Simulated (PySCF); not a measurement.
Si(H)2(OMe)(SMe) (C2H8OSSi), SMILES CO[SiH2]SC. Atoms are numbered in the order given.

```xyz
13

Si     0.2717    -0.9212     0.5670
O      1.7764    -0.1901     0.4231
C      1.9391     1.2133     0.3619
S     -1.1489    -0.3726    -0.9560
C     -1.8825     1.1447    -0.2166
H     -0.3508    -0.5565     1.8933
H      0.5366    -2.3845     0.4230
H      3.0235     1.4437     0.3283
H      1.4670     1.6424    -0.5519
H      1.5062     1.7307     1.2512
H     -1.2067     2.0153    -0.3188
H     -2.8151     1.3501    -0.7751
H     -2.1328     0.9895     0.8508
```

Geometry optimised at PBE-D3(BJ)/def2-SVP. One conformer was computed; it need not be the lowest.

These are PySCF with PBE/def2-TZVP values and carry that method's errors.

ESP charges are fitted to the potential on shells at 1.4 to 2.0 van der Waals radii. Atomic charges (e):

```
atom  meta-Löwdin  Löwdin  ESP fit
----  -----------  ------  -------
Si1    (withheld)   -0.08     0.17
O2     (withheld)    0.05    -0.18
C3          -0.13   -0.39    -0.33
S4          -0.17    0.34    -0.13
C5     (withheld)   -0.53    -0.44
H6     (withheld)   -0.04    -0.01
H7     (withheld)   -0.03     0.00
H8           0.13    0.11     0.14
H9           0.10    0.11     0.14
H10          0.10    0.10     0.14
H11          0.13    0.11     0.16
H12          0.14    0.12     0.19
H13          0.13    0.11     0.15
```

Problem. Complete the blanks. (Estimate from the structure and the level; the computed values follow.)

Solution. 
- Si1, meta-Löwdin: 0.73
- O2, meta-Löwdin: -0.57
- C5, meta-Löwdin: -0.39
- H6, meta-Löwdin: -0.11
- H7, meta-Löwdin: -0.08

Computed Mayer and Wiberg (Löwdin basis) orders of the bonds:
```csv
bond,Mayer,Wiberg
Si1–O2,1.20,1.57
O2–C3,0.99,1.54
Si1–S4,1.18,1.56
S4–C5,1.04,1.45
Si1–H6,0.90,0.92
Si1–H7,0.94,0.94
C3–H8,0.96,0.94
C3–H9,0.96,0.94
C3–H10,0.96,0.94
C5–H11,0.95,0.94
C5–H12,0.95,0.93
C5–H13,0.95,0.94
```
